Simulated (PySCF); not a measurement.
**BeC⁺: one state, many levels of theory**

State: ⁴Σ⁻ (quartet), unpaired electrons σ ↑, π ↑↑. Set-up: PySCF, no relativity, basis sets Be aug-pcseg-1, C aug-pcseg-1. De refers to Be⁺ + C in their high-spin ground configurations, without counterpoise correction. The functionals are run spin-unrestricted. A positive dipole points towards C; it is taken about the centre of mass and depends on that origin.

```csv
Level,Re (Å),ωe (cm⁻¹),De (eV),μ (D)
UHF,1.571,1170,1.85,-6.12
UHF-MP2,1.586,1123,2.27,n/a
UHF-SCS-MP2,1.583,1123,2.00,n/a
UHF-CCSD,1.591,1100,2.17,n/a
UHF-CCSD(T),1.595,1086,2.20,n/a
PBE,1.597,1072,2.87,-5.20
PW91,1.595,1075,2.91,-5.21
r²SCAN,1.590,1100,2.84,-5.49
r²SCANh,1.586,1113,2.79,-5.57
PBE0,1.581,1120,2.72,-5.49
r²SCAN0,1.579,1131,2.71,-5.67
ωB97X,1.582,1127,2.46,-5.87
```

(1) Which functional lies closest to UHF-CCSD(T) in De, which farthest, and by how much do they differ from it?

(2) What does a quarter of exact exchange do here, going from PBE to PBE0?

(3) What does the step from GGA to meta-GGA do here, going from PBE to r²SCAN?

Correlated steps freeze 1 core orbital. Correlated levels converge slowly with the basis: in double zeta they bind strong bonds too weakly, by up to about 1 eV, and carry superposition errors of some tenths. For an ion De counts to the pair picked by the measured ionisation energies or electron affinities, which need not be the lowest pair at this level. The state is the lowest determinant that a PBE0 search found; another state may lie lower at other levels.

Answers

(1) Closest is ωB97X (-1.3 pm in Re, +3.8 % in ωe, +0.26 eV in De against UHF-CCSD(T) in the same basis), farthest PW91 (+0.0 pm in Re, -1.0 % in ωe, +0.71 eV in De). CCSD(T) converges more slowly with the basis than the functionals do and binds too weakly in this one, so the order can change at the basis-set limit.

(2) PBE0 less PBE: -1.6 pm in Re, +4.5 % in ωe, -0.15 eV in De. Exact exchange removes part of the self-interaction that spreads semilocal densities, and in most molecules shortens and stiffens the bond and lowers De; so it does here.

(3) r²SCAN less PBE: -0.7 pm in Re, +2.6 % in ωe, -0.03 eV in De.
